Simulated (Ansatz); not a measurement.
## SbH3 (SMILES [SbH3]): the energy, rung by rung

SbH3 has 4 atoms, charge 0, and is taken as a singlet. As SMILES, `[SbH3]`. The shape is that of a PBE0-D4/def2-TZVP optimisation.

```xyz
4

Sb    0.4563   -0.3098   -0.4645
H     0.8439    0.0722    1.1539
H    -1.0391   -0.9844    0.0089
H    -0.2610    1.2219   -0.6983
```

Each level gives the energy change with the Sb1–H3 bond stretched from 1.707 to 4.269 Å (eV). The values are calculated.

| level | kind | program | value (eV) | less FCI/STO-3G |
| --- | --- | --- | --- | --- |
| HF/STO-3G (restricted) | Hartree–Fock | Ansatz | 9.14 | +5.35 |
| SVWN5/STO-3G (restricted) | LDA | Ansatz | 6.22 | +2.43 |
| BLYP/STO-3G (restricted) | GGA | Ansatz | 5.82 | +2.03 |
| PBE/STO-3G (restricted) | GGA | Ansatz | 5.96 | +2.17 |
| BHLYP/STO-3G (restricted) | global hybrid | Ansatz | 7.63 | +3.84 |
| r2SCAN0/STO-3G (restricted) | hybrid meta-GGA | Ansatz | 7.09 | +3.30 |
| CAM-B3LYP/STO-3G (restricted) | range-separated hybrid | Ansatz | 7.49 | +3.70 |
| MP2/STO-3G (restricted) | perturbation theory | Ansatz | 4.56 | +0.77 |
| FCI/STO-3G | exact in the basis | Ansatz | 3.79 | 0.00 |

FCI/STO-3G is exact within its basis and frozen core, so for wave-function methods in that basis the difference is their error; functionals converge differently with the basis, so for them it is only a difference. Spin-restricted single references rise too steeply as a bond breaks, Hartree–Fock most of all. Perturbation and coupled-cluster corrections on them can overshoot downwards. All-electron rows without a relativistic Hamiltonian named are non-relativistic. The first shape isn't each level's own minimum. The values span 3.79 to 9.14 eV. All rows use very small basis sets, so even the best lies far from the true value. In the correlated wave-function rows the outer d shell of Sb is correlated, in sets not made for it.
